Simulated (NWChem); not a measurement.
BAsH3F; SMILES FB[AsH2]

```xyz
6

B     -0.5717     1.1847    -0.0001
As     0.0459    -0.7479    -0.0240
H     -0.9785    -1.1997     1.0026
H      1.1776    -0.5642     0.9730
F      0.3114     2.1658    -0.0133
H     -1.7436     1.4825    -0.0762
```
Atoms are numbered in this order, from 1.

All runs: NWChem. The geometry was optimised at PBE0/def2-SVP. GIAO values for the isolated, static molecule; σ is the absolute isotropic shielding, δ = σ(reference) − σ with the isolated reference molecule computed at the same levels (11B: boron trifluoride, 19F: trichlorofluoromethane, 1H: tetramethylsilane).

Task: Estimate the computed values for KT2/pcSseg-1. Quantities: δ B1 (ppm); σ As2 (ppm); δ H3 (ppm); δ H4 (ppm); δ F5 (ppm); δ H6 (ppm).

Result: 
- δ B1 (ppm): 58.7
- σ As2 (ppm): 1812.8
- δ H3 (ppm): 2.58
- δ H4 (ppm): 2.70
- δ F5 (ppm): 26.1
- δ H6 (ppm): 7.04
